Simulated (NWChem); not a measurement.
System: SOF anion

Input file for NWChem:

```
start job
memory heap 200 mb stack 900 mb global 1100 mb
charge -1
geometry units angstroms noautosym nocenter noautoz
  O     -0.613576     1.252531     0.000000
  S      0.504404     0.173308     0.000000
  F     -0.333404    -1.432320     0.000000
end
basis spherical
  * library def2-svp
end
dft
  xc hfexch
  iterations 150
end
property
  efieldgrad
end
task dft property
```

Sets without diffuse functions describe the anion's extra electron poorly. All runs use the structure optimised with B3LYP/def2-SVPD.

Vzz is the largest principal value of the second derivative of the potential at the nucleus (NWChem prints the opposite sign); η is the asymmetry. Non-relativistic.

Atoms are numbered as in the input.

Question: What results follow from this input? (Hartree-Fock/def2-SVP.) Quantities: Vzz O1 (a.u.); η O1; Vzz S2 (a.u.); η S2.

Answer: 
```
Quantity       Result
-------------  ------
Vzz O1 (a.u.)  -2.012
η O1             0.96
Vzz S2 (a.u.)  -4.374
η S2             0.94
```
